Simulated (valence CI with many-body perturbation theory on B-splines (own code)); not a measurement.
**Ne V: electric-dipole lines**

Calculated by valence CI with perturbative core correlation (CI+MBPT): four valence electrons over a frozen Dirac-Fock core [He], radial functions for each j: 11 s, 11 p, 9 d, 7 f, 5 g, 2 h, 1 i, with the one-electron correlation potential Σ1, the two-electron term Σ2, the three-electron term Σ3, Breit, model QED; selected CI, second order for the rest, scaled by the run's own slope (own B-spline code, finite nucleus).

Set against measurement, 24 paired levels are off by 82 cm⁻¹ on average, the worst by 205. These come from a selection out of NIST levels in Podobedova, Fuhr, Reader and Wiese, J. Phys. Chem. Ref. Data 33, 525 (2004). Levels without a partner in it may be off by more. Among the levels kept, up to 260 cm⁻¹ of a level comes from second order outside the variational space, and about a tenth of that is noise between levels of different J, which matters for small intervals. 3 measured levels below the end of the list, from 690000 cm⁻¹ on, found no clear computed partner, and computed levels of the same name lie up to 8653 cm⁻¹ from them.

Lines 1 to 50 of 265 in falling wavelength, among levels below 96.375 eV, chosen from the strongest by gf and those to the six lowest levels. Wavelengths and rates use the calculated energies, so an error of 80 cm⁻¹ moves a line at 5884 Å by 0.47 % and its rate by three times that or more. Electric multipoles are in the length gauge, E1 and E2 with the static RPA response of the core. Weak lines are less certain than strong ones. Lines between different terms over intervals too small for the method are left out, as are lines whose strength nearly cancels. Where a level lies close to another of its J and parity, the split of strength between their lines is uncertain. The highest levels of a list are the least certain.

Names give the largest LS component (configuration and term), which can be under half, so a name can repeat, a term be missing and a line seem to break the LS rules; names also repeat where a configuration has a term twice.

```csv
λ vac (Å),Upper,Lower,A (s⁻¹),S (a.u.) with core polarisation,S without
5884,2s2p²3p ³S°_1,2s2p²3s ³P_2,6.12e+06,1.85e+00,1.85e+00
5675,2s2p²3p ³S°_1,2s2p²3s ³P_1,4.32e+06,1.17e+00,1.17e+00
4693,2s2p²3s ³P_2,2s²2p3d ³D°_3,2.31e+06,5.89e-01,5.89e-01
3667,2s²2p3d ³F°_2,2s²2p3p ¹D_2,5.88e+06,7.16e-01,7.15e-01
3560,2s²2p3d ¹D°_2,2s²2p3p ¹D_2,7.62e+06,8.48e-01,8.48e-01
3271,2s²2p3p ¹P_1,2s²2p3s ¹P°_1,6.46e+07,3.35e+00,3.35e+00
2967,2s²2p3d ¹P°_1,2s²2p3p ¹S_0,6.59e+07,2.55e+00,2.55e+00
2635,2s2p²3p ³D°_2,2s2p²3s ³P_2,2.87e+07,1.30e+00,1.30e+00
2615,2s2p²3p ³D°_1,2s2p²3s ³P_1,5.27e+07,1.39e+00,1.39e+00
2603,2s2p²3p ³D°_3,2s2p²3s ³P_2,1.33e+08,8.09e+00,8.09e+00
2593,2s2p²3p ³D°_2,2s2p²3s ³P_1,1.04e+08,4.49e+00,4.49e+00
2591,2s2p²3p ³D°_1,2s2p²3s ³P_0,7.77e+07,2.00e+00,2.00e+00
2307,2s²2p3p ³D_2,2s²2p3s ³P°_2,4.18e+07,1.26e+00,1.26e+00
2283,2s²2p3p ³D_1,2s²2p3s ³P°_1,7.29e+07,1.28e+00,1.29e+00
2275,2s2p²3p ⁵D°_2,2s2p²3s ⁵P_3,1.15e+07,3.33e-01,3.33e-01
2266,2s²2p3p ³D_3,2s²2p3s ³P°_2,1.96e+08,7.88e+00,7.88e+00
2263,2s²2p3p ³D_1,2s²2p3s ³P°_0,1.13e+08,1.94e+00,1.94e+00
2260,2s²2p3p ³D_2,2s²2p3s ³P°_1,1.53e+08,4.36e+00,4.36e+00
2258,2s2p²3p ⁵D°_1,2s2p²3s ⁵P_2,5.00e+07,8.53e-01,8.53e-01
2257,2s2p²3p ⁵D°_3,2s2p²3s ⁵P_3,6.58e+07,2.61e+00,2.61e+00
2246,2s2p²3p ⁵D°_2,2s2p²3s ⁵P_2,1.27e+08,3.55e+00,3.55e+00
2243,2s2p²3p ⁵D°_0,2s2p²3s ⁵P_1,2.27e+08,1.26e+00,1.26e+00
2237,2s2p²3p ⁵D°_1,2s2p²3s ⁵P_1,1.77e+08,2.93e+00,2.94e+00
2233,2s2p²3p ⁵D°_4,2s2p²3s ⁵P_3,2.30e+08,1.14e+01,1.14e+01
2228,2s2p²3p ⁵D°_3,2s2p²3s ⁵P_2,1.63e+08,6.23e+00,6.23e+00
2225,2s2p²3p ⁵D°_2,2s2p²3s ⁵P_1,8.93e+07,2.43e+00,2.43e+00
2191,2s2p²3p ³P°_1,2s2p²3s ³P_2,1.02e+08,1.59e+00,1.59e+00
2179,2s2p²3p ³P°_2,2s2p²3s ³P_2,1.84e+08,4.71e+00,4.71e+00
2168,2s2p²3p ³P°_0,2s2p²3s ³P_1,2.42e+08,1.22e+00,1.22e+00
2162,2s2p²3p ³P°_1,2s2p²3s ³P_1,6.26e+07,9.36e-01,9.36e-01
2150,2s2p²3p ³P°_2,2s2p²3s ³P_1,5.60e+07,1.37e+00,1.37e+00
2147,2s²2p3d ¹F°_3,2s²2p3p ¹D_2,2.90e+08,9.91e+00,9.91e+00
2145,2s2p²3p ³P°_1,2s2p²3s ³P_0,7.69e+07,1.12e+00,1.12e+00
2131,2s²2p3d ³D°_2,2s²2p3p ³P_2,3.45e+07,8.23e-01,8.23e-01
2119,2s²2p3d ³D°_1,2s²2p3p ³P_1,7.14e+07,1.01e+00,1.01e+00
2118,2s²2p3d ³D°_3,2s²2p3p ³P_2,1.92e+08,6.30e+00,6.30e+00
2111,2s²2p3d ³D°_2,2s²2p3p ³P_1,1.53e+08,3.55e+00,3.55e+00
2104,2s²2p3d ³D°_1,2s²2p3p ³P_0,1.20e+08,1.66e+00,1.66e+00
2042,2s2p²3p ⁵P°_2,2s2p²3s ⁵P_3,1.34e+08,2.82e+00,2.82e+00
2027,2s2p²3p ⁵P°_1,2s2p²3s ⁵P_2,2.33e+08,2.87e+00,2.87e+00
2027,2s2p²3p ⁵P°_3,2s2p²3s ⁵P_3,2.12e+08,6.10e+00,6.10e+00
2023,2s²2p3p ³S_1,2s²2p3s ³P°_2,1.15e+08,1.42e+00,1.42e+00
2018,2s2p²3p ⁵P°_2,2s2p²3s ⁵P_2,3.44e+07,6.97e-01,6.98e-01
2009,2s2p²3p ⁵P°_1,2s2p²3s ⁵P_1,6.92e+07,8.31e-01,8.31e-01
2006,2s²2p3d ³F°_2,2s²2p3p ³D_2,2.63e+07,5.23e-01,5.23e-01
2005,2s²2p3d ³F°_3,2s²2p3p ³D_3,2.94e+07,8.19e-01,8.19e-01
2004,2s2p²3p ⁵P°_3,2s2p²3s ⁵P_2,9.17e+07,2.55e+00,2.55e+00
2001,2s2p²3p ⁵P°_2,2s2p²3s ⁵P_1,1.34e+08,2.66e+00,2.66e+00
1988,2s²2p3d ³P°_2,2s²2p3p ³P_2,9.88e+07,1.92e+00,1.92e+00
1988,2s²2p3d ³F°_2,2s²2p3p ³D_1,1.18e+08,2.29e+00,2.29e+00
```
